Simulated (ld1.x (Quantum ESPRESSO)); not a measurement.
**PBE PAW dataset for Ag (Z = 47), scalar-relativistic all-electron reference.**

| Quantity | Value |
| --- | --- |
| Element | Ag |
| Generator | ld1.x (Quantum ESPRESSO) 7.5 |
| Type | PAW |
| Functional | PBE |
| Relativity | scalar-relativistic |
| Frozen core | [Ar] 3d10 |
| Valence charge | 19 |
| Reference configuration | 4s2 4p6 4d10 5s0 5p0 (charge +1) |
| Partial waves | 4s (bound): rcut 1.20, rcutus 1.35 bohr; 5s (bound, empty): rcut 1.20, rcutus 1.35 bohr; 4p (bound): rcut 1.35, rcutus 1.40 bohr; 5p (bound, empty): rcut 1.35, rcutus 1.40 bohr; 4d (bound): rcut 1.30, rcutus 1.55 bohr; 4d channel at 1.6 Ry: rcut 1.30, rcutus 1.55 bohr |
| Local potential | all-electron potential smoothed inside 1.40 bohr (lloc = -2) |
| Core correction | Bessel-smoothed model core, default radius (core density twice the valence density) |
| Augmentation charge | BESSEL, radius 0.85 bohr |

Poles of the logarithmic derivatives, all-electron (AE) and pseudo (PS). s: poles at -7.2 (AE) and -7.2 (PS) Ry. p: poles at -4.2 (AE) and -4.2 (PS) Ry. d: poles at 0.6 (AE) and 0.6 (PS) Ry. Test radius 1.70 bohr.

* Cutoffs needed: 60 Ry and 100 Ry (the cutoffs (Ry, on a coarse ladder) from which the occupation-weighted sum of valence levels, in a spherical-Bessel basis at the reference potential, stays within 10 and 1 mRy of its value at 400 Ry)
* Ghost test: no extra level below or beside the all-electron valence levels (s, p, d, f tested) (spherical-Bessel basis up to 400 Ry, 20 bohr box)
* Configuration tests: test run stopped at test 2 of 7 (negative rho)
* Lowest eigenvalue of the overlap operator: 0.22 (p channel)
